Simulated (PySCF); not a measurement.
## Stretching ScSi

Set-up: Sc def2-TZVPP, Si def2-TZVPP; no relativity (PySCF 2.14). Energies in eV from Sc (3d1 4s2) + Si in their ground configurations at the same level. State: ⁴Σ⁻ (quartet), unpaired electrons σ ↑, π ↑↑.

All columns are PBE0. A positive dipole means Sc(−)Si(+).

| R (Å) | E (eV) | μ (D) | Mulliken charge on Sc (basis-dependent) | HOMO (eV) | LUMO (eV) | Mayer bond order | ⟨S²⟩ |
| --- | --- | --- | --- | --- | --- | --- | --- |
| 2.151 | -1.412 | -3.30 | 0.15 | -4.57 | -2.67 | 2.39 | 3.78 |
| 2.251 | -1.838 | -3.48 | 0.14 | -4.65 | -2.54 | 2.32 | 3.78 |
| 2.351 | -2.073 | -3.58 | 0.13 | -4.71 | -2.43 | 2.26 | 3.78 |
| 2.426 | -2.156 | -3.62 | 0.12 | -4.75 | -2.37 | 2.20 | 3.79 |
| 2.501 | -2.178 | -3.62 | 0.12 | -4.78 | -2.31 | 2.14 | 3.80 |
| 2.576 | -2.154 | -3.59 | 0.12 | -4.81 | -2.29 | 2.08 | 3.82 |
| 2.676 | -2.072 | -3.53 | 0.13 | -4.86 | -2.34 | 1.97 | 3.85 |
| 2.801 | -1.918 | -3.47 | 0.15 | -4.92 | -2.45 | 1.83 | 3.89 |
| 2.951 | -1.698 | -3.50 | 0.17 | -4.99 | -2.56 | 1.64 | 3.94 |
| 3.151 | -1.390 | -3.70 | 0.20 | -5.02 | -2.68 | 1.41 | 3.98 |

A fit through these points gives, at Re = 2.496 Å, μ = -3.62 D and dμ/dR = 0.162 D/Å; the reduced mass is 17.25 u.

How strong is the fundamental in the double-harmonic approximation, I = 42.26·(dμ/dR)²/μred km/mol?

I = 42.26·(0.162)²/17.25 = 0.0643 km/mol at PBE0.

The metal atom is held in its measured ground configuration; semilocal functionals can put another filling of s and d lower by some tenths of an eV, and De to that atom would be smaller. ⟨S²⟩ of the unrestricted solution departs from its pure value on part of the curve, where spin states mix. The state is the lowest single determinant that the PBE0 search found; with open d or f shells the true ground state can be another one.
